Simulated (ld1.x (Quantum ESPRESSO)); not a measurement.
## PBE RRKJ dataset for Pb (Z = 82), scalar-relativistic all-electron reference.

Pb (Z = 82), norm-conserving RRKJ (Kleinman–Bylander form), made with ld1.x (Quantum ESPRESSO) 7.5 (PBE, scalar-relativistic). Core [Xe] 4f14, reference 5d10 6s2 6p0 (charge +2). Waves: 6s (bound): rc 1.75 bohr; 5d (bound): rc 2.15 bohr; 6p (bound, empty): rc 2.35 bohr. Local part: the p channel. Core correction: none.

Calculated quality:

| Property | Result |
| --- | --- |
| Cutoffs needed | 40 Ry and 50 Ry (the cutoffs (Ry, on a coarse ladder) from which the occupation-weighted sum of valence levels, in a spherical-Bessel basis at the reference potential, stays within 10 and 1 mRy of its value at 400 Ry) |
| Ghost test | no extra level below or beside the all-electron valence levels (s, d, p, f tested) (spherical-Bessel basis up to 400 Ry, 20 bohr box) |
| Largest excitation error | -34 meV (all-electron minus pseudo) for 5d10 6s0 6p0, out of 7 test configurations |

Generation and tests took about 3 s on one core of a shared server CPU.
